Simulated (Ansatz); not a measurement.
Program: Ansatz. Geometries: PBE0-D4/def2-TZVP. ΔE: electronic, gas phase. CCSD(T)/CBS is the MP2 limit (def2-TZVPP, def2-QZVPP) plus CCSD(T) − MP2 in def2-TZVPP, frozen cores. DFT in def2-TZVPP. B3LYP here is the variant with VWN-RPA as its local correlation; programs differ in this. One conformer a species, not always the lowest.

Reaction (formal exchange of groups at a B–C bond): `BC(F)[SiH2][SiH3]` + `C=C1O[SiH2]1` → `B/C=C1\O[SiH2]1` + `FC[SiH2][SiH3]`

`BC(F)[SiH2][SiH3]`:

```xyz
13

B     0.833   -1.814   -0.290
C    -0.594   -1.326   -0.432
F    -1.341   -1.788   -1.504
Si   -0.074    0.537   -0.761
Si   -0.158    1.788    1.211
H     1.425   -1.477    0.696
H     1.385   -2.401   -1.169
H    -1.228   -1.292    0.458
H    -1.016    1.027   -1.799
H     1.306    0.581   -1.329
H    -1.528    1.719    1.787
H     0.181    3.208    0.933
H     0.809    1.238    2.197
```

`C=C1O[SiH2]1`:

Z-matrix (Å, degrees):
```
Si
C 1 1.776
O 1 1.690 2 47.7
H 1 1.477 2 122.6 3 97.6
H 1 1.477 2 122.6 3 -97.7
C 2 1.318 1 166.9 3 -180.0
H 6 1.081 2 119.8 1 -0.0
H 6 1.085 2 121.2 1 -180.0
```

`B/C=C1\O[SiH2]1`:

Z-matrix (Å, degrees):
```
Si
O 1 1.704
C 1 1.788 2 46.1
H 1 1.476 2 115.6 3 111.4
H 1 1.475 2 115.6 3 -111.4
C 3 1.341 1 165.0 2 180.0
B 6 1.520 3 122.7 1 -180.0
H 6 1.086 3 114.6 1 0.0
H 7 1.196 6 120.3 3 -0.0
H 7 1.198 6 120.2 3 180.0
```

`FC[SiH2][SiH3]`:

```xyz
11

F    -1.510   -0.027   -1.681
C    -0.368   -0.799   -1.486
Si    0.833    0.089   -0.310
Si   -0.252    0.669    1.680
H     0.090   -0.980   -2.464
H    -0.676   -1.766   -1.075
H     1.956   -0.854   -0.039
H     1.384    1.299   -0.979
H     0.727    1.233    2.647
H    -1.312    1.679    1.425
H    -0.873   -0.542    2.283
```

```tsv
level	ΔE (kJ/mol)	difference from CCSD(T)/CBS
PBE-D4	-19.5	3.6
r2SCAN-D4	-21.8	1.3
B3LYP-D4	-27.4	-4.3
ωB97X-V	-24.4	-1.3
ωB97M-V	-21.2	1.9
B2PLYP	-30.1	-7.0
PBE	-21.3	1.8
PBE0	-23.4	-0.3
SCS-MP2/def2-TZVPP	-30.5	-7.4
CCSD/def2-TZVPP	-26.2	-3.1
CCSD(T)/def2-TZVPP	-25.0	-1.9
MP2/def2-QZVPP	-26.9	-3.8
SCS-MP2/def2-QZVPP	-29.5	-6.4
HF/CBS(def2)	-41.7	-18.6
MP2/CBS(def2)	-26.1	-3.0
CCSD/CBS(def2)	-24.3	-1.2
CCSD(T)/CBS	-23.1	0
```

Largest T1 diagnostic among the species: 0.016.

In def2-TZVPP, CCSD(T) changes the Hartree–Fock value by +16.9 kJ/mol (the triples alone add +1.2 kJ/mol) and MP2 by +13.8 kJ/mol.
